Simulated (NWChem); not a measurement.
Species: Zn

Computed with NWChem. B3LYP is NWChem's, with the RPA form of VWN correlation. Ions are spin-unrestricted doublets at the neutral geometry; other ion states weren't tried.

| level | vertical ionisation energy, ΔSCF (eV) | −ε(HOMO) (eV) | ΔSCF minus −ε(HOMO) (eV) |
|---|---|---|---|
| B3LYP/def2-SVPD | 9.16 | 6.26 | 2.90 |
| PBE/def2-SVPD | ? | ? | ? |
| M06-2X/def2-SVPD | 9.10 | 6.71 | 2.39 |
| PBE0/def2-SVPD | 8.82 | 6.29 | 2.53 |
| LDA (Slater exchange, VWN5)/def2-SVPD | 9.36 | 5.75 | 3.61 |

Question: Some entries are withheld; supply them.

Answer: 
- PBE/def2-SVPD, vertical ionisation energy, ΔSCF (eV): 9.05
- PBE/def2-SVPD, −ε(HOMO) (eV): 5.51
- PBE/def2-SVPD, ΔSCF minus −ε(HOMO) (eV): 3.54
